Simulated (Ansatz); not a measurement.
Geometry optimisation, RKS PBE/def2-SVP in Ansatz 0.2.0.

input.yaml

```yaml
crystal:
  periodic: [false, false, false]
  atoms:
    - { symbol: Ge, position_ang: [0.194632, 0.021064, -0.000918] }
    - { symbol: H, position_ang: [0.184877, -0.164949, 1.531383] }
    - { symbol: F, position_ang: [1.805364, 0.047215, -0.6448] }
    - { symbol: F, position_ang: [-0.525069, 1.521503, -0.504603] }
    - { symbol: F, position_ang: [-0.616752, -1.265225, -0.842909] }
    - { symbol: "N", position_ang: [-2.569165, -0.053601, 1.418546] }
    - { symbol: H, position_ang: [-2.622563, -0.775664, 0.688199] }
    - { symbol: H, position_ang: [-2.52074, 0.854391, 0.938191] }
    - { symbol: H, position_ang: [-1.651184, -0.184735, 1.894611] }
basis:
  gaussian: { orbitals: def2-SVP }
hamiltonian:
  xc: pbe
relax:
  f_tol: 0.03
  max_steps: 50
output:
  orbitals: {}
```

Command:

```bash
$ ansatz run input.yaml --threads 4 --pin off --max-ram 5120MiB --backend cpu --events-out ev --progress --plain --runs-dir out
```

Question: Where does it end, and by what steps?

Answer: It converged. The force dipped under the threshold on the way, but the program's further checks kept it going. After 8 steps the energy has fallen by 0.124 eV; H9 moved furthest, 0.46 Å.

```
step  energy less start (eV)  largest force component (eV/Å)  accepted
   0                  0.0000                           0.823       yes
   1                 -0.0731                           0.574       yes
   2                 -0.1040                           0.152       yes
   3                 -0.1124                           0.282       yes
   4                 -0.1005                           0.694        no
   5                 -0.1232                           0.029       yes
   6                 -0.1198                           0.297        no
   7                 -0.1239                           0.035       yes
   8                 -0.1240                           0.011       yes
```

```xyz
9
Properties=species:S:1:pos:R:3
Ge 0.231 0.015 0.039
H 0.546 -0.193 1.522
F 1.716 0.076 -0.860
F -0.551 1.526 -0.339
F -0.660 -1.282 -0.709
N -2.651 -0.036 1.278
H -2.477 -0.797 0.614
H -2.414 0.855 0.828
H -2.059 -0.165 2.104
```

Whether the end is a true minimum wasn't checked by a vibrational analysis.

The run took 11 s on 4 threads of Arm Neoverse V1, on a shared host, peak memory 0.16 GiB.
